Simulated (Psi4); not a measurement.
germanium monoxide (GeO), singlet, at a GFN2-xTB geometry. Base run: HF/cc-pVTZ (Psi4 1.11).

Geometry (Å):
```xyz
2

Ge     0.0000     0.0000    -0.3152
O      0.0000     0.0000     1.2606
```
Charge 0, spin multiplicity 1.
All else is at Psi4's defaults (density fitting).

The base run was repeated with changes; each row names its change, and settings that it needs were set with it.

```json
[
 {"change": "base", "basis functions": "73", "E (Eh)": "-2150.28816", "dipole (D)": "3.76"},
 {"change": "basis = cc-pVDZ-DK; relativity = spin-free X2C (with scf_type pk)", "basis functions": "41", "E (Eh)": "-2171.91183", "dipole (D)": "3.69"},
 {"change": "basis = cc-pVTZ-DK; relativity = spin-free X2C (with scf_type pk)", "basis functions": "73", "E (Eh)": "-2172.04225", "dipole (D)": "3.80"},
 {"change": "basis = cc-pVTZ-DK; relativity = none (with scf_type pk)", "basis functions": "73", "E (Eh)": "-2137.17576", "dipole (D)": "3.71"},
 {"change": "basis = cc-pVDZ-DK; relativity = none (with scf_type pk)", "basis functions": "41", "E (Eh)": "-2138.25689", "dipole (D)": "3.61"}
]
```

Absolute energies of different levels of theory aren't comparable as measures of quality.

Basis sets contracted for a relativistic Hamiltonian are a mismatch without it, so the rows without relativity aren't non-relativistic limits. No row has spin-orbit coupling; sets with core potentials leave out the core electrons.
